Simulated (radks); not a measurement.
The numbers below are computed, except where a source is named.
Ionisation of the bromine ion Br+, [Ar] 3d10 4s2 4p4, to [Ar] 3d10 4s2 4p3 as the strength of local exchange is varied. Level of theory: Dirac Kohn-Sham, Slater X-alpha exchange (alpha = 2/3 is LDA exchange), no correlation, spin-unpolarised, spherical densities, finite nucleus; open shells are shared between the two j in proportion to 2j + 1; Fermi nuclear charge, rms radius 4.1629 fm (a radial shooting solver on a logarithmic mesh with Libxc functionals).

alpha  E(Br+) (hartree)  exchange (hartree)  IE (eV)  -e of the level emptied (eV)  <r> of it (bohr)
0.628       -2594.74055           -80.24539   21.064                15.640 (4p3/2)             2.005
0.667       -2599.72854           -85.38606   21.589                16.126 (4p3/2)             1.989
0.679       -2601.26516           -86.97148   21.752                16.277 (4p3/2)             1.984
0.688       -2602.41819           -88.16169   21.875                16.390 (4p3/2)             1.980
0.693       -2603.05898           -88.82334   21.943                16.453 (4p3/2)             1.978
0.891       -2628.55544          -115.26637   24.728                19.047 (4p3/2)             1.901
0.922       -2632.56873          -119.44908   25.178                19.469 (4p3/2)             1.890
1.035       -2647.24684          -134.79338   26.852                21.042 (4p3/2)             1.850

NIST Atomic Spectra Database: 21.591 eV (measured). The Delta-SCF value meets it near alpha = 0.67. Spin polarisation and multiplet splitting are left out, so open shells lie too high by an amount that depends on their filling. Sharing an open shell by 2j + 1 raises it above the true ground level by a part of the spin-orbit splitting, which enters the differences from NIST.

Beside tabulated values, note that spin-unpolarised runs miss the spin-polarisation part of the exchange energy of open shells.
